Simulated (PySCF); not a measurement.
C3H9FSi2.

```xyz
15

F     -0.2866     2.3727     0.3824
C      0.6822     1.5033     0.0490
C      0.5586     0.1878     0.2642
Si     1.9734    -0.9364    -0.2358
C     -0.6990    -0.3889     0.8705
Si    -2.0138    -0.7655    -0.4527
H      1.5472     2.0045    -0.3943
H      1.5082    -1.9583    -1.2183
H      3.0648    -0.1221    -0.8429
H      2.4948    -1.6611     0.9609
H     -0.4873    -1.3207     1.4209
H     -1.1464     0.3170     1.5897
H     -1.4694    -1.7303    -1.4515
H     -3.2252    -1.3627     0.1842
H     -2.3934     0.4933    -1.1534
```
Charge 0, spin multiplicity 1.

Geometry: B3LYP-D3(BJ)/def2-SVP. The structure was generated by enumeration; whether it is a known compound was not checked. One conformer was computed; it need not be the lowest.

The numbers are results of KT2/pcSseg-1 in PySCF, not measurements. Non-relativistic, no solvent.

Computed absolute GIAO shielding of each atom: isotropic value and principal components (ppm):
```
atom  σ(iso)    σ11    σ22    σ33   span
----  ------  -----  -----  -----  -----
F1     235.2  107.0  221.1  377.6  270.6
C2      31.4  -53.8   70.0   78.1  132.0
C3      78.4  -11.2   85.7  160.8  172.0
Si4    434.6  403.4  420.8  479.6   76.2
C5     172.3  154.2  174.0  188.7   34.5
Si6    431.6  397.9  420.7  476.1   78.2
H7      24.5   20.8   25.1   27.8    7.0
H8      26.8   23.2   26.1   31.2    8.0
H9      27.2   24.1   25.6   31.9    7.8
H10     27.0   23.9   25.1   32.1    8.2
H11     29.8   25.0   28.8   35.7   10.7
H12     28.6   24.3   27.7   33.9    9.6
H13     27.2   23.6   26.6   31.5    7.8
H14     27.1   24.0   24.5   32.8    8.8
H15     27.4   23.8   26.5   31.8    8.0
```
